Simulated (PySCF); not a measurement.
Compound: C₁₀H₈BN.
Bonds: C1–C2 (triple), C2–C3, C3–C4 (double), C4–C5, C5–C6 (double), C6–N7, N7–C8, C8–C9 (double), C9–C10, C10–C11 (double), C11–B12, C3–B12, N7–B12. Hydrogens: H13 on C1; H14 on C4; H15 on C5; H16 on C6; H17 on C8; H18 on C9; H19 on C10; H20 on C11.

A GFN2-xTB structure was refined with PySCF, PBE0-D3(BJ)/def2-SVP geometry optimisation, gas phase. Its GFN2-xTB values:

```csv
coordinate,GFN2-xTB
C1≡C2,1.209 Å
C1–H13,1.042 Å
C2–C3,1.406 Å
C3=C4,1.348 Å
C3–B12,1.560 Å
C4–C5,1.386 Å
C4–H14,1.130 Å
C5–H15,1.076 Å
N7–C8,1.369 Å
N7–B12,1.446 Å
C8=C9,1.349 Å
C8–H17,1.085 Å
C9–H18,1.070 Å
C10–H19,1.086 Å
C11–B12,1.512 Å
C11–H20,1.077 Å
C2–C3–C4,121.9°
C2–C3–B12,121.3°
C3–C4–C5,123.7°
C3–B12–C11,127.2°
C4–C3–B12,116.7°
C4–C5–C6,121.1°
C8–C9–C10,122.0°
C9–C10–C11,120.3°
C6–N7–C8–C9,179°
N7–C8–C9–C10,2°
C8–C9–C10–C11,-2°
```

Task: How do these coordinates change at the PBE0-D3(BJ)/def2-SVP level?

Result: 
```json
{"coordinate": "C4–H14", "PBE0-D3(BJ)/def2-SVP (Å or °)": "1.094", "change": "-0.036"}
{"coordinate": "C4–C5", "PBE0-D3(BJ)/def2-SVP (Å or °)": "1.420", "change": "+0.034"}
{"coordinate": "C1–H13", "PBE0-D3(BJ)/def2-SVP (Å or °)": "1.074", "change": "+0.032"}
{"coordinate": "C3=C4", "PBE0-D3(BJ)/def2-SVP (Å or °)": "1.380", "change": "+0.032"}
{"coordinate": "C3–B12", "PBE0-D3(BJ)/def2-SVP (Å or °)": "1.536", "change": "-0.024"}
{"coordinate": "N7–B12", "PBE0-D3(BJ)/def2-SVP (Å or °)": "1.469", "change": "+0.023"}
{"coordinate": "C9–H18", "PBE0-D3(BJ)/def2-SVP (Å or °)": "1.092", "change": "+0.022"}
{"coordinate": "C2–C3", "PBE0-D3(BJ)/def2-SVP (Å or °)": "1.423", "change": "+0.017"}
{"coordinate": "C11–H20", "PBE0-D3(BJ)/def2-SVP (Å or °)": "1.094", "change": "+0.017"}
{"coordinate": "C5–H15", "PBE0-D3(BJ)/def2-SVP (Å or °)": "1.091", "change": "+0.015"}
{"coordinate": "C8=C9", "PBE0-D3(BJ)/def2-SVP (Å or °)": "1.361", "change": "+0.012"}
{"coordinate": "C10–H19", "PBE0-D3(BJ)/def2-SVP (Å or °)": "1.095", "change": "+0.009"}
{"coordinate": "C8–H17", "PBE0-D3(BJ)/def2-SVP (Å or °)": "1.093", "change": "+0.008"}
{"coordinate": "N7–C8", "PBE0-D3(BJ)/def2-SVP (Å or °)": "1.376", "change": "+0.007"}
{"coordinate": "C11–B12", "PBE0-D3(BJ)/def2-SVP (Å or °)": "1.519", "change": "+0.007"}
{"coordinate": "C1≡C2", "PBE0-D3(BJ)/def2-SVP (Å or °)": "1.216", "change": "+0.007"}
{"coordinate": "C3–C4–C5", "PBE0-D3(BJ)/def2-SVP (Å or °)": "121.1", "change": "-2.6"}
{"coordinate": "C4–C3–B12", "PBE0-D3(BJ)/def2-SVP (Å or °)": "118.5", "change": "+1.8"}
{"coordinate": "C2–C3–C4", "PBE0-D3(BJ)/def2-SVP (Å or °)": "120.8", "change": "-1.1"}
{"coordinate": "C9–C10–C11", "PBE0-D3(BJ)/def2-SVP (Å or °)": "120.9", "change": "+0.6"}
{"coordinate": "C3–B12–C11", "PBE0-D3(BJ)/def2-SVP (Å or °)": "127.8", "change": "+0.6"}
{"coordinate": "C4–C5–C6", "PBE0-D3(BJ)/def2-SVP (Å or °)": "121.8", "change": "+0.7"}
{"coordinate": "C2–C3–B12", "PBE0-D3(BJ)/def2-SVP (Å or °)": "120.7", "change": "-0.6"}
{"coordinate": "C8–C9–C10", "PBE0-D3(BJ)/def2-SVP (Å or °)": "121.4", "change": "-0.6"}
{"coordinate": "N7–C8–C9–C10", "PBE0-D3(BJ)/def2-SVP (Å or °)": "0", "change": "-2"}
{"coordinate": "C8–C9–C10–C11", "PBE0-D3(BJ)/def2-SVP (Å or °)": "0", "change": "+2"}
{"coordinate": "C6–N7–C8–C9", "PBE0-D3(BJ)/def2-SVP (Å or °)": "180", "change": "+1"}
```

The energy falls by 0.165 eV over 9 energy and gradient evaluations, the largest force component goes from 0.0597 to 2.4e-04 Eh/bohr, and the atoms move by 0.035 Å rms after alignment. The bond that changes most is C4–H14 (unsaturated ring CH carbon to vinylic hydrogen), which shortens by 0.036 Å. Bonds longer at the end by more than 0.005 Å: 14 of 21; shorter: 2. Rotational constants go from 1515, 894.8, 562.6 to 1485, 893.0, 557.6 MHz.

The run used 208 basis functions and 69 SCF cycles in all.

PBE0-D3(BJ)/def2-SVP frequencies: not computed here.
